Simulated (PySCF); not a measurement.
**Multinuclear NMR of C8H9NSi**

Atoms are numbered as in `[CH2:1]=[C:2]1[CH:3]=[C:4]([CH3:5])[C:6]([SiH2:7][C:8]#[N:9])=[CH:10]1`; H(Xn) means a hydrogen on atom n. Ha(C1) is cis to C3; Hb(C1) is trans to C3.

- GFN2-xTB geometry
- σ from GIAO-PBE0/pcSseg-1
- code: PySCF 2.14
- no solvent, a single conformation, averaged over atoms made equivalent by symmetry, fast rotation or ring inversion, non-relativistic Hamiltonian

**Question.** What are the ²⁹Si shifts?

**Answer.** 
```csv
atoms,environment,σ (ppm),δ (ppm)
Si7,"silicon bonded to 2 C, 2 H",430.9,-74.2
```

Shieldings were converted by a linear fit to measured shifts: ²⁹Si: δ = 279.94 − 0.822σ (rms 8.9 ppm, 72 shifts, 25.8 ppm with the 6 outliers that the fit left out vs TMS, solution or neat liquid). Occasional misses reach two or three times the rms, and more in compound classes unlike the fitted ones.

On a 300 MHz spectrometer ²⁹Si resonates near 59.6 MHz, so 1 ppm is 59.6 Hz.

**Question.** Predict the ¹⁵N NMR data.

**Answer.** 
| atoms | environment | σ (ppm) | δ (ppm) |
| --- | --- | --- | --- |
| N9 | nitrile nitrogen | -96.7 | -58.9 |

Shieldings were converted by a linear fit to measured shifts: ¹⁵N: δ = -148.07 − 0.921σ (rms 6.3 ppm, 71 shifts vs CH3NO2, solution or neat liquid). A few per cent of atoms miss by over 2 rms, more outside the fitted compound classes.

On a 500 MHz spectrometer ¹⁵N resonates near 50.7 MHz, so 1 ppm is 50.7 Hz.
